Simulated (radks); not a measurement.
Values are calculated unless marked as measured or tabulated.
Problem. Radial electron density D(r) = 4 pi r^2 rho(r) of an atom or ion with 56 electrons. Level of theory: non-relativistic Kohn-Sham, TPSS, spin-polarised, spherical densities, point nucleus; meta-GGA in the generalised Kohn-Sham scheme (a radial shooting solver on a logarithmic mesh with Libxc functionals).

r (bohr),D(r) (e/bohr),spin D(r)
0.003501,14.20,0.00000567
0.004043,17.79,0.00000706
0.004632,21.81,0.00000858
0.00535,26.78,0.0000104
0.006129,32.12,0.0000123
0.007078,38.41,0.0000143
0.008109,44.78,0.0000162
0.009365,51.73,0.0000177
0.01073,58.13,0.0000185
0.01239,64.26,0.0000181
0.0142,68.95,0.0000158
0.0164,72.25,0.0000107
0.01878,73.49,0.00000230
0.02169,72.80,-0.0000118
0.02485,70.65,-0.0000319
0.0287,67.76,-0.0000639
0.03289,65.72,-0.000110
0.03798,65.79,-0.000188
0.04351,69.00,-0.000307
0.05025,75.81,-0.000512
0.05757,84.28,-0.000820
0.06649,92.81,-0.00130
0.07617,97.56,-0.00190
0.08797,96.87,-0.00253
0.1008,90.92,-0.00268
0.1164,81.96,-0.00131
0.1334,75.39,0.00332
0.154,74.18,0.0152
0.1764,78.43,0.0378
0.2038,83.94,0.0809
0.2335,83.83,0.148
0.2696,74.08,0.253
0.3089,57.98,0.389
0.3567,41.09,0.572
0.4087,32.04,0.777
0.472,31.54,1.000
0.5408,35.25,1.18
0.6245,36.88,1.31
0.7155,33.03,1.35
0.8264,24.96,1.28
0.9467,17.22,1.16
1.093,11.68,0.990
1.253,9.206,0.809
1.447,8.065,0.607
1.657,7.007,0.426
1.914,5.401,0.261
2.193,3.657,0.148
2.533,2.014,0.0741
2.902,0.9538,0.0358
3.351,0.3587,0.0159
3.839,0.1184,0.00724
4.434,0.02944,0.00290
5.08,0.006396,0.00104
5.867,0.001036,0.000279

What is the nuclear charge?

Solution. Z = 58. The innermost maximum, from 1s, lies near 1/Z = 0.0172 bohr (found: 0.0192), and its height grows with Z. The density is that of the cerium ion Ce2+ in [Xe] 4f(up 1.75, down 0.25); the configuration itself is not fixed sharply by these data, and Z only to a few units. D(r) has 4 maxima, at r = 0.0192, 0.0806, 0.219, 0.610 bohr, and minima at 0.0353, 0.147, 0.443 bohr, inside which lie 1.99, 11.36, 29.08 electrons.
